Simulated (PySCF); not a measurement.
Start geometry of [SbCl6]- (`[Cl][Sb-]([Cl])([Cl])([Cl])([Cl])[Cl]`) from GFN2-xTB (Å):
```
atom  x, y, z in Å
Sb1    0.0620   -0.0798    0.0137
Cl2   -0.0387   -0.0224    2.4139
Cl3   -0.0393    0.0061   -2.4446
Cl4    2.5191    0.0162    0.0100
Cl5   -2.4280   -0.0251   -0.0534
Cl6   -0.0186    2.4307    0.0025
Cl7    0.0354   -2.4278   -0.0104
```

Question: What comes out of this run: PySCF 2.14.0, PBE0-D3(BJ)/def2-SVP geometry optimisation, gas phase, def2 core potentials past Kr?

Answer: 
```
atom  x, y, z in Å
Sb1    0.013   -0.015   -0.010
Cl2   -0.003   -0.026    2.390
Cl3    0.024   -0.002   -2.410
Cl4    2.412    0.010    0.007
Cl5   -2.387   -0.039   -0.032
Cl6   -0.010    2.385    0.005
Cl7    0.041   -2.415   -0.018
```

The energy falls by 0.204 eV over 7 energy and gradient evaluations, the largest force component goes from 0.0366 to 2.6e-04 Eh/bohr, and the atoms move by 0.066 Å rms after alignment. The bond that changes most is Sb1–Cl6 (ends: antimony bonded to 6 Cl; chlorine bonded to Sb), which shortens by 0.112 Å. Bonds longer at the end by more than 0.005 Å: 1 of 6; shorter: 4. Among the angles that change most is Cl2–Sb1–Cl3, from 174.2° to 179.9°. The orientation of the end geometry is arbitrary; only internal coordinates are fixed.

The run used 134 basis functions and 46 SCF cycles in all.

No PBE0-D3(BJ)/def2-SVP frequencies stand behind this structure, so it isn't proved a minimum.
